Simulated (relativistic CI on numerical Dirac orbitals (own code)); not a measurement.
Tl XLV: q coefficients and field-shift factors

These numbers are calculated, not measured: Dirac-Coulomb-Breit CI, KLI orbitals optimised for each configuration, derivatives by finite differences, unscaled Slater integrals, QED left out (own radial code, finite nucleus).

Configurations in the expansion (outside the closed core [Ar] 3d10): 4s2 4p6 4d, 4s2 4p6 4f, 4s2 4p5 4d2, 4s 4p6 4d2, 4s2 4p5 4d 4f, 4s 4p6 4d 4f. Double excitations out of closed p, d and f shells are left out; levels of such configurations are missing from the list, as are those of other unlisted configurations, and high levels can miss mixing partners.

With x = (α/α₀)² − 1 an excitation energy changes as ω = ω₀ + qx; K = 2q/ω₀ is the relative enhancement. Terms are leading LS components, so labels can repeat. The field-shift factor is F = δν/δ⟨r²⟩ for the transition from the lowest level.

Lowest level 4s2 4p6 4d 2D_3/2.

```csv
Level,ω₀ (cm⁻¹),q (cm⁻¹),K,F (GHz/fm²)
4s2 4p6 4d 2D_5/2,250834,256300,2.04,9.92
4s2 4p5 4d2 4D°_3/2,1439652,77320,0.107,18.3
4s2 4p5 4d2 4D°_1/2,1445853,94110,0.13,19.4
4s2 4p5 4d2 4F°_5/2,1472308,81720,0.111,18
4s2 4p5 4d2 2G°_7/2,1486813,75200,0.101,16.2
4s2 4p5 4d2 2P°_3/2,1561185,91270,0.117,18.5
4s2 4p5 4d2 4D°_5/2,1663856,327900,0.394,27.1
4s2 4p5 4d2 4G°_9/2,1691889,328700,0.389,25
4s2 4p5 4d2 4D°_7/2,1697166,334500,0.394,26.7
4s2 4p5 4d2 4D°_3/2,1717145,335700,0.391,28.1
4s2 4p5 4d2 4P°_5/2,1721695,334100,0.388,27.7
4s2 4p5 4d2 2H°_11/2,1732690,333200,0.385,25.2
4s2 4p5 4d2 2G°_7/2,1740774,328500,0.377,27.7
```

At this charge energies of transitions that change n are usually good to better than 1 %, and those within a shell (Δn = 0) to a few per cent.
